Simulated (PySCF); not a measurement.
**What an electron can do to Ge2**

PBE in PySCF with def2-TZVPPD on every atom, for the lowest determinant that a PBE0 search found; no spin–orbit coupling.

```tsv
species	state (unpaired electrons)	Re (Å)	ωe (cm⁻¹)	energy of the minimum from the neutral (eV)	De (eV)	dissociates to
Ge2	triplet (π ↑↑)	2.417	274	0.00	3.23	Ge + Ge
Ge₂⁺	quartet (σ ↑, π ↑↑)	2.444	242	7.51	3.61	Ge⁺ + Ge
```

Problem. Work out the lowest energy to break Ge2 into atoms, from its vibrational ground state.

Solution. D0 = De − ωe/2 = 3.23 − 0.02 = 3.21 eV (PBE/def2-TZVPPD).

Problem. Work out the ionisation energy of the Ge atom at this level and the threshold of dissociative ionisation.

Solution. IE(Ge) = 7.51 + 3.61 − 3.23 = 7.89 eV, so Ge⁺ + Ge + e⁻ appears at D0 + IE(Ge) = 11.10 eV (PBE/def2-TZVPPD). The measured IE(Ge) is 7.899 eV (NIST ASD).

These are thermodynamic thresholds; the onsets seen under electron impact lie higher where the geometry changes, and cross-sections peak well above them.

Spin–orbit coupling is left out. States were picked by a PBE0 search and need not be the measured ground states.
